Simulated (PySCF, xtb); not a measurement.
CH5ClF2Si2, SMILES FC[Si@H](F)[SiH2]Cl.

GFN2-xTB run with xtb at its own geometry gives an orbital gap of 4.38 eV and a dipole moment of 1.69 D.

The structure is a stationary point at B3LYP-D3(BJ)/def2-SVP. The structure was generated by enumeration; whether it is a known compound was not checked. Other conformers were not sampled.

**Question.** What does r2SCAN/def2-TZVP (PySCF) give? (An estimate is asked for; the answer gives what the named calculation found.)

**Answer.** gap 5.72 eV (levels -7.26 and -1.54 eV), dipole 1.24 D.
